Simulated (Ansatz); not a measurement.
Consider the substitution at a C–C bond: `C=C([SiH3])CC` + `CB(O)F` → `CCOB(C)F` + `C=C[SiH3]`.

Isolated molecules relaxed with PBE0-D4/def2-TZVP in Ansatz; ΔE leaves out vibrations. CCSD(T)/CBS is the MP2 limit (def2-TZVPP, def2-QZVPP) plus CCSD(T) − MP2 in def2-TZVPP, frozen cores. DFT in def2-TZVPP. Each species was taken in one conformer, which may not be the lowest.

CCSD(T)/CBS gives +49.3 kJ/mol.

Problem. Another level gave +57.0 kJ/mol. Which?
A. MP2/def2-TZVPP
B. PBE0-D4/def2-TZVPP
C. HF/def2-TZVPP
D. B2PLYP/def2-TZVPP

Solution. A. MP2/def2-TZVPP 57.0, B2PLYP 43.2, HF/def2-TZVPP 31.4, PBE0-D4 50.9 kJ/mol.

Largest T1 diagnostic among the species: 0.012.

The D4 term adds +6.7 kJ/mol with B3LYP and +3.7 kJ/mol with PBE0; it sums over pairs of atoms, weighted by their polarisabilities, and B3LYP, whose exchange is more repulsive, gets the larger term. In def2-TZVPP, CCSD(T) changes the Hartree–Fock value by +16.5 kJ/mol (the triples alone add +2.0 kJ/mol) and MP2 by +25.6 kJ/mol.

B3LYP here is the variant with VWN-RPA as its local correlation; programs differ in this.
